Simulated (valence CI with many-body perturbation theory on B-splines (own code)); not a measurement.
# Which ion has this spectrum?

A relativistic CI+MBPT calculation for an atom or ion with 7 electrons gives these levels (eV):

```
  J  Parity       E     g
3/2     odd    0.00  1.45
3/2     odd   88.01  1.39
5/2     odd  103.37  1.19
1/2     odd  123.63  0.65
3/2     odd  211.82  1.26
5/2    even  237.59  1.52
1/2    even  281.76  2.30
3/2    even  282.27  1.34
3/2    even  345.76  1.36
5/2    even  367.56  1.26
1/2    even  390.27  1.51
3/2    even  402.08  1.14
1/2    even  496.11  1.50
3/2     odd  568.44  1.32
```

The energies are calculated, and their last digits are not significant.

Task: Which is it?
A. Tc36+
B. Zr33+
C. Mo35+
D. Nb34+

Result: D. Nb34+, ground level (2s^2 2p1/2^2 2p3/2) J=3/2.
